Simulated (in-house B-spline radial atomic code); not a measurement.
How numerical settings move a run on neutral tellurium, [Kr] 4d10 5s2 5p4. Computed with an all-electron radial atomic-structure program (B-spline basis): Dirac-Kohn-Sham LDA VWN5, spherical fractional occupations, Fermi nucleus of rms radius 4.7423 fm.

Command:
```bash
python run_scf.py task.json out
```
Settings of the sound reference run:
```
Z                52
electrons        52
configuration    [Kr] 4d10 5s2 5p4
hamiltonian      dirac
method           lda,vwn
spin_polarised   False
nucleus          fermi
rms_radius       4.7423
mass_number      130
atomic_mass      129.9062
speed_of_light   137.036
knot_spacing     0.22
spline_order     8
gauss_points     12
box_radius       50
max_iterations   70
damping          0.5
damped_steps     3
diis_vectors     10
tolerance        1e-08
start            Thomas-Fermi
```

Time taken, with all properties: 2 s on 1 thread of Arm Neoverse N1, on a shared host.

It converges in 10 iterations to -6790.978839 hartree, with 5p3/2 at -5.85775 eV. The other runs change the listed settings, some to values that make no sense; their results aren't properties of the atom or ion. Radii are in bohr (the nuclear one in fm), a minus after a letter asks for a j subshell, and «unchanged» means within 1e-8 hartree. The run stops when the residual is below 10 × tolerance × max(1, Z/10), or a noise floor if that is larger, and the energy moves by less than 1e-8 × √|E| hartree; so very loose and very tight tolerances often act alike.

| changed settings | outcome |
| --- | --- |
| spline_order = 4 | converged in 10 iterations, energy +3.81e-03 hartree from the reference, 5p3/2 level -3.3e-05 eV |
| diis_vectors = 2 | converged in 12 iterations, energy unchanged, 5p3/2 level +3.5e-06 eV |
| knot_spacing = 0.55, box_radius = 15, max_iterations = 8 | not converged after 8 iterations, last residual 3.0e-05, last energy +3.45e-01 hartree from the reference |
| spline_order = 3 | converged in 10 iterations, energy +2.09e-01 hartree from the reference, 5p3/2 level -1.3e-03 eV |
| knot_spacing = 1, box_radius = 7.5, first_knot = 0.00577, max_iterations = 3 | not converged after 3 iterations, last residual 1.0e-02, last energy +1.47e+01 hartree from the reference |
| electrons = 55, configuration = [Kr] 4d10 5s2 5p7, max_iterations = 75 | stopped with error: shell 5p holds at most 6 electrons |
| electrons = 55, configuration = [Kr] 4d10 5s2 5p4 6s3, max_iterations = 100 | stopped with error: shell 6s holds at most 2 electrons |
| spline_order = 7 | converged in 10 iterations, energy +3.25e-07 hartree from the reference |
| damping = 0.95 | converged in 11 iterations, energy unchanged, 5p3/2 level +1.1e-05 eV |
| damping = 0.2 | converged in 10 iterations, energy unchanged, 5p3/2 level -1.3e-05 eV |
| damping = 0 | converged in 12 iterations, energy unchanged, 5p3/2 level +5.5e-06 eV |
| spline_order = 5 | converged in 10 iterations, energy +1.26e-04 hartree from the reference, 5p3/2 level -1.3e-06 eV |
| damping = 0.8 | converged in 11 iterations, energy unchanged, 5p3/2 level +1.1e-06 eV |
| diis_vectors = 20 | converged in 10 iterations, energy unchanged |

(1) What happens with first_knot = 1.92e-05, max_iterations = 2, tolerance = 0.0001?

(2) What happens with spline_order = 10?

(3) What happens with diis_vectors = 4?

(4) What happens with box_radius = 5, first_knot = 0.00577, max_iterations = 60, damped_steps = 0, start = bare nucleus?

Results:

(1) Not converged after 2 iterations, last residual 2.8e-01, last energy +2.52e+00 hartree from the reference.

(2) Converged in 10 iterations, energy -2.10e-07 hartree from the reference.

(3) Converged in 10 iterations, energy unchanged, 5p3/2 level -2.2e-05 eV.

(4) Converged in 10 iterations, energy +8.15e-02 hartree from the reference, 5p3/2 level +2.6e+00 eV (the program warns: 5p3/2 reaches the box edge; 4d3/2 reaches the box edge).
